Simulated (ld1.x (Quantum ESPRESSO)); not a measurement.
Values are calculated unless marked as measured or tabulated.
**Potentials for Si compared**

Generated with ld1.x 7.5 (TM, RRKJ, ultrasoft, PAW), atompaw 4.2 or ONCVPSP 4.0.1. The cutoff is in Ry: for ld1.x and atompaw files where the sum of valence levels is converged to 10 mRy in a Bessel basis, for ONCV files where the hardest occupied wave has 1 mHa per electron of residual kinetic energy. The error is the largest all-electron minus pseudo excitation energy over each file’s own four to seven test configurations (ionisations up to +4, promotions, holes and added fractions of an electron), all of which were solved. The labels leave out finer settings (local radius, basis sizes, second energies), which also bear on the numbers. Spin-polarised tests are not counted. The rows are a selection from randomly drawn settings: files with unsolved tests, undetermined cutoffs or missed reference levels are left out.

| potential | cutoff (Ry) | largest error (meV) | bound ghosts |
| --- | --- | --- | --- |
| TM, LDA (PZ), non-relativistic, rc 1.85/1.90/1.55 (spd), local s, core correction yes, reference 3s2 3p1.5 | 15 | +51 | none |
| TM, PBE, scalar-relativistic, rc 1.45/1.65/1.45 (spd), local smoothed, core correction yes, reference 3s1 3p3 | 15 | +53 | none |
| ultrasoft, LDA (PZ), scalar-relativistic, rc 1.70/1.60 (sp), local smoothed, core correction yes, reference 3s2 3p0 | 10 | -13 | none |
| TM semilocal, PW91, scalar-relativistic, rc 1.70/1.65/1.85 (spd), local d, core correction yes, reference 3s2 3p1 | 15 | +53 | none |

Q: Fill in the row for Si: PAW, PBE, non-relativistic, rc 2.05/2.50/2.05 (spd), local smoothed, core correction yes, reference 3s1.5 3p2.5.

A: cutoff 8 Ry, largest error -6.6 meV, bound ghosts: none.

Q: Fill in the row for Si: TM semilocal, LDA (PZ), non-relativistic, rc 1.50/2.35 (sp), local s, core correction no, reference 3s2 3p2.

A: cutoff 18 Ry, largest error +231 meV, bound ghosts: none.

Q: Fill in the row for Si: TM, PBE, scalar-relativistic, rc 1.70/2.30 (sp), local p, core correction no, reference 3s2 3p1.75.

A: cutoff 15 Ry, largest error +68 meV, bound ghosts: none.
